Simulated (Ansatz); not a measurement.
`N[Si](F)(Cl)Cl` + H₂O → `N[Si](O)(F)Cl` + HCl at 500 K and 1 bar (formal hydrolysis of the Si–Cl bond).

Isolated molecules relaxed with PBE0-D4/def2-TZVP in Ansatz; ΔE leaves out vibrations. CCSD(T)/CBS adds triple-zeta CCSD(T) − MP2 to the extrapolated MP2 energy (def2 sets, frozen cores). This one scheme is used for every species. Each species was taken in one conformer, which may not be the lowest.

| species | CCSD(T)/CBS energy (Eh) | H − E (kJ/mol) | S (J/(mol·K)) |
| --- | --- | --- | --- |
| `N[Si](F)(Cl)Cl` | -1364.55198 | 129.3 | 406.6 |
| H₂O | -76.37941 | 73.2 | 206.3 |
| `N[Si](O)(F)Cl` | -980.55564 | 165.1 | 399.2 |
| HCl | -460.38127 | 32.5 | 201.9 |

H − E and S are ideal-gas, rigid-rotor, harmonic terms from PBE0-D4/def2-TZVP, for one conformer and one mirror image of each species. 1 Eh = 2625.50 kJ/mol, R = 8.31446 J/(mol·K).

Problem. By hand: ΔE, ΔH, ΔS and ΔG.

Solution. ΔE = (-980.55564) + (-460.38127) − (-1364.55198) − (-76.37941) = -0.00552 Eh = -14.5 kJ/mol. Δ(H − E) = 165.1 + 32.5 − 129.3 − 73.2 = -4.9, so ΔH = -19.4 kJ/mol. ΔS = 399.2 + 201.9 − 406.6 − 206.3 = -11.8 J/(mol·K). ΔG = -19.4 − 500 × (-11.8)/1000 = -13.5 kJ/mol.

Problem. By hand: the equilibrium constant, and the temperature at which ΔG would vanish if ΔH and ΔS stayed fixed.

Solution. log₁₀ K = −ΔG/(RT ln 10) = 1.4. ΔG = 0 at ΔH/ΔS = 1644 K, though so small a ΔS makes that figure unsure.

The number of gas molecules stays the same, so ΔS is small and ΔH decides. A doubt of 5 kJ/mol in ΔE shifts log₁₀ K by 0.5 here. Other conformers and mirror images would add mixing entropy, several J/(mol·K) or more a flexible species. These are equilibria of isolated gas molecules and say nothing of rates. Largest T1 diagnostic: 0.010 (customary marks: 0.02 for closed shells, 0.045 for open ones).
